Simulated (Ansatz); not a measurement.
Total energies of Si(iPr)H3 (C₃H₁₀Si) from Ansatz at PBE-D4/def2-TZVPD, gas phase (1 Eh = 27.2114 eV = 2625.5 kJ/mol). The reference geometry is relaxed at PBE0-D4/def2-SVP.

| state | geometry | energy (Eh) |
| --- | --- | --- |
| charge 0 singlet | reference | -409.55233 |
| charge -1 doublet | reference | -409.51580 |
| free Si atom (triplet) | – | -289.22297 |
| free C atom (triplet) | – | -37.79605 |
| free H atom (doublet) | – | -0.49962 |

**Question.** Work out the vertical electron affinity, to the doublet.

**Answer.** E(charge 0 singlet) − E(charge -1 doublet) = -409.55233 − (-409.51580) = -0.03653 Eh = -0.99 eV; negative, so the extra electron isn't bound.

**Question.** What is the binding energy per atom against free atoms?

**Answer.** Atoms: 1 × (-289.22297) + 3 × (-37.79605) + 10 × (-0.49962) = -407.60732 Eh. Binding: -407.60732 − (-409.55233) = 1.94501 Eh = 52.93 eV, or 3.78 eV for each of 14 atoms (no zero-point energy, no counterpoise term).

At PBE-D4/def2-TZVPD the highest occupied level of the charge -1 doublet lies above zero (up to 2.41 eV). By energy differences it is unbound by 0.99 eV (vertical, to the charge 0 singlet, at PBE-D4/def2-TZVPD) and held by the finite basis.
